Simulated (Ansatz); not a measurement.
Complex (SMILES): C#C (C2H2) with C[SiH3] (CH3-SiH3), atoms 1 to 4 the first; geometry from B3LYP-D3(BJ)/def2-TZVP, monomers rigid:
```xyz
12

C     -0.1165     0.4274    -0.3481
C     -0.5435    -0.4531     0.3410
H     -0.9236    -1.2325     0.9556
H      0.2711     1.2052    -0.9599
C      2.6297    -2.0608    -1.5202
Si     3.4368    -0.4101    -1.1513
H      2.6930    -2.2958    -2.5843
H      3.1200    -2.8641    -0.9671
H      1.5772    -2.0398    -1.2355
H      3.3716    -0.0937     0.2950
H      4.8630    -0.4218    -1.5626
H      2.7610     0.6825    -1.8956
```

The counterpoise-corrected interaction energy at MP2 with Ansatz (an electronic-structure program), in kcal/mol, split into its Hartree-Fock and correlation parts. Cores are frozen. No added dispersion term, no relativity. Functions are those of the species that has most. These sets lack the diffuse functions that weak bonds need.

| basis | X | functions | Hartree-Fock | MP2 |
|---|---|---|---|---|
| cc-pV(D+d)Z | 2 | 105 | 0.61 | -0.64 |
| cc-pV(T+d)Z | 3 | 241 | 0.63 | -1.20 |
| cc-pV(Q+d)Z | 4 | 469 | 0.64 | -1.45 |

Worked estimate of the basis-set limit from each neighbouring pair, with Hartree-Fock from the larger set and the correlation part extrapolated as X^-3.
Correlation parts: X = 2: -1.25, X = 3: -1.83, X = 4: -2.09.
- (2,3): (27·(-1.83) - 8·(-1.25))/19 = -2.07; with Hartree-Fock 0.63 the estimate is -1.44 kcal/mol.
- (3,4): (64·(-2.09) - 27·(-1.83))/37 = -2.28; with Hartree-Fock 0.64 the estimate is -1.64 kcal/mol.
The last two estimates differ by 0.20 kcal/mol; the largest set lies 0.19 from the last. Over the last step Hartree-Fock moves by 0.01 and the correlation part by -0.26.
